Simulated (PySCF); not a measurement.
# Electron correlation in N (nitrogen, neutral)

[He] 2s1 2p4, high-spin 4P determinant (an excited configuration). Calculation: PySCF 2.14, in x2c-TZVPPall with one added diffuse shell each of s, p, d type (6s4p3d1f, 40 functions); the spin-free X2C one-electron Hamiltonian (Gaussian nucleus). Frozen: 1s2; 5 electrons correlated.

```csv
level,correlation energy (mhartree)
CCSD,-112.61
(T),-4.74
CCSD(T),-117.35
```

Diagnostics: T1 = 0.026, D1 = 0.0697, largest double amplitude 0.157.

A double-excitation amplitude exceeds 0.15, a sign of near-degeneracy.

Cost of the coupled-cluster step: of the order of 1.2 core-seconds, for 5 correlated electrons.

Iterations:

```
CC2 = 0
CCSD nocc = (np.int64(4), np.int64(1)), nmo = (39, 39)
frozen orbitals [[0], [0]]
max_cycle = 100
direct = 0
conv_tol = 1e-08
conv_tol_normt = 1e-06
diis_space = 8
diis_start_cycle = 0
Init t2, MP2 energy = -0.0903021415666804
Init E_corr(UCCSD) = -0.0903021415687294
cycle = 1  E_corr(UCCSD) = -0.102545144259086  dE = -0.0122430027  norm(t1,t2) = 0.0511352
cycle = 2  E_corr(UCCSD) = -0.106312333568657  dE = -0.00376718931  norm(t1,t2) = 0.0313658
cycle = 3  E_corr(UCCSD) = -0.111400763455087  dE = -0.00508842989  norm(t1,t2) = 0.0221655
cycle = 4  E_corr(UCCSD) = -0.11142552237512  dE = -2.475892e-05  norm(t1,t2) = 0.00946043
cycle = 5  E_corr(UCCSD) = -0.112041674129522  dE = -0.000616151754  norm(t1,t2) = 0.00695089
cycle = 6  E_corr(UCCSD) = -0.112223578150274  dE = -0.000181904021  norm(t1,t2) = 0.00543373
cycle = 7  E_corr(UCCSD) = -0.11234250175993  dE = -0.00011892361  norm(t1,t2) = 0.00406377
cycle = 8  E_corr(UCCSD) = -0.112384323162054  dE = -4.18214021e-05  norm(t1,t2) = 0.0136243
cycle = 9  E_corr(UCCSD) = -0.112675159681735  dE = -0.00029083652  norm(t1,t2) = 0.00245335
cycle = 10  E_corr(UCCSD) = -0.112596716531468  dE = 7.84431503e-05  norm(t1,t2) = 0.000770481
cycle = 11  E_corr(UCCSD) = -0.112590562495189  dE = 6.15403628e-06  norm(t1,t2) = 0.000453967
cycle = 12  E_corr(UCCSD) = -0.112607090039627  dE = -1.65275444e-05  norm(t1,t2) = 0.000260247
cycle = 13  E_corr(UCCSD) = -0.11261520933325  dE = -8.11929362e-06  norm(t1,t2) = 7.06745e-05
cycle = 14  E_corr(UCCSD) = -0.112614297229498  dE = 9.12103751e-07  norm(t1,t2) = 3.25243e-05
cycle = 15  E_corr(UCCSD) = -0.112613282443867  dE = 1.01478563e-06  norm(t1,t2) = 1.46268e-05
cycle = 16  E_corr(UCCSD) = -0.112613329038829  dE = -4.65949625e-08  norm(t1,t2) = 5.73315e-06
cycle = 17  E_corr(UCCSD) = -0.112613339625314  dE = -1.05864848e-08  norm(t1,t2) = 3.35978e-06
cycle = 18  E_corr(UCCSD) = -0.112613448500549  dE = -1.08875235e-07  norm(t1,t2) = 1.27161e-05
cycle = 19  E_corr(UCCSD) = -0.112613465322481  dE = -1.68219317e-08  norm(t1,t2) = 1.18798e-06
cycle = 20  E_corr(UCCSD) = -0.112613420371195  dE = 4.49512857e-08  norm(t1,t2) = 5.71783e-07
cycle = 21  E_corr(UCCSD) = -0.11261341600573  dE = 4.36546505e-09  norm(t1,t2) = 2.2357e-07
UCCSD converged
E(UCCSD) = -54.14392494870584  E_corr = -0.1126134160057304
UCCSD(T) correction = -0.0047448008424518
```
